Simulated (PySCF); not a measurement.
Structure from 2D NMR

Compound of formula C6H12F2OSi. Correlations simulated from computed shifts and the bond graph:

HSQC (one-bond C–H):
```tsv
δH	δC
5.12	116.7
3.49	51.9
1.99	21.7
1.73	19.0
```

COSY cross peaks (H two or three bonds apart, from the bond graph; peaks can be absent where the dihedral angle is near 90°):
```tsv
δH	δH
4.96	4.74
```

HMBC (two and three bonds, from the bond graph):
```tsv
δH	δC
5.12	165.4, 74.8, 21.7, 19.0
4.96	116.7, 74.8, 19.0
4.74	116.7, 74.8, 19.0
3.49	74.8
1.99	165.4, 116.7
1.73	116.7, 74.8
```

Carbons without hydrogens: δ 165.4, 74.8.

[PySCF 2.14: shielding tensors at PBE0/pcSseg-1 (GIAO); structure optimised with GFN2-xTB; one averaged value for each set of equivalent atoms; one computed conformer; non-relativistic; gas phase]

Shifts are taken against calculated references (same method and geometry level): 1H (σref 31.72), 13C (σref 186.93) vs TMS.

Exchangeable hydrogens are left out of these lists.

Assemble the structure.

## Answers

SMILES C(/[C@](OC)(C)[SiH2]F)=C(\C)F.

Structure with atom numbers: `[CH3:1][O:2][C@:3]([CH3:4])(/[CH:5]=[C:6](/[CH3:7])[F:8])[SiH2:9][F:10]`. Each H is labelled by its parent atom. Ha(Si9) is pro-R; Hb(Si9) is pro-S.

1. δC 165.4 is C6, a fully substituted alkene carbon.
2. δC 116.7 is C5, an alkene CH (δH 5.12).
3. δC 74.8 is C3, an allylic fully substituted sp3 carbon bonded to O and Si.
4. δC 51.9 is C1, a methyl carbon bonded to O (δH 3.49).
5. δC 21.7 is C7, an allylic methyl carbon (δH 1.99).
6. δC 19.0 is C4, a methyl carbon (δH 1.73).
7. HMBC from δH 5.12 reaches the proton-free carbons C6, C3.
8. HMBC from δH 4.96 reaches the proton-free carbon C3.
9. HMBC from δH 4.74 reaches the proton-free carbon C3.
10. HMBC from δH 3.49 reaches the proton-free carbon C3.
11. COSY links 4.96–4.74.

The data come from this structure; uniqueness wasn't tested.

Shifts are as computed. Against solution values, carbons near 30 ppm lie about +3 ppm off and those near 130 ppm about +5 ppm. Of 1211 compounds with measured shifts, 218 miss one by over three times the rms of a fit or turn the order of signals round; such compounds aren't used in these exercises.
